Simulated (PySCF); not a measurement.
C₅H₇BO, SMILES C#CB1OC[C@@H]1C.

The structure is a stationary point at PBE0-D3(BJ)/def2-SVP. The structure was generated by enumeration; whether it is a known compound was not checked.

Vertical ionisation energy (IE) and electron affinity (EA) in eV. Rows of orbital energies are one-electron estimates. Where ΔSCF, EOM or ADC give a negative EA the extra electron is unbound and the value depends on the basis.

| level | IE | EA |
|---|---|---|
| −ε(HOMO), −ε(LUMO), M06-2X/def2-TZVP (PySCF) | 9.07 | 0.22 |
| −ε(HOMO), −ε(LUMO), PBE/def2-TZVP (PySCF) | 6.55 | 2.06 |
